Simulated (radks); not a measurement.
Zn I, 30 electrons, occupied as [Ar] 3d10 4s2 (the NIST ground configuration). All-electron calculation, scalar-relativistic Kohn-Sham, PBE, spin-polarised, spherical densities, finite nucleus; Fermi nuclear charge, rms radius 3.9283 fm. Program: a radial shooting solver on a logarithmic mesh with Libxc functionals.

Normalised radial functions P(r) = r R(r), r in bohr:

r	3d	4s
0.007516	0.0001	0.0566
0.0113	0.0004	0.0743
0.017	0.0013	0.0908
0.02556	0.0040	0.0976
0.03844	0.0121	0.0807
0.05827	0.0350	0.0226
0.08763	0.0916	-0.0733
0.1318	0.2155	-0.1590
0.1982	0.4387	-0.1333
0.298	0.7397	0.0584
0.4517	0.9923	0.2628
0.6793	1.0077	0.1826
1.022	0.7808	-0.1957
1.536	0.4731	-0.5629
2.31	0.2231	-0.6498
3.502	0.0735	-0.4437
5.266	0.0150	-0.1786
7.919	0.0014	-0.0359

3d: eigenvalue -10.141 eV, 0 radial nodes, <r> = 0.912 bohr, 90 % of the charge inside 1.61 bohr. 4s: eigenvalue -5.979 eV, 3 radial nodes at r = 0.0649, 0.270, 0.846 bohr, <r> = 2.65 bohr, 90 % of the charge inside 4.12 bohr.
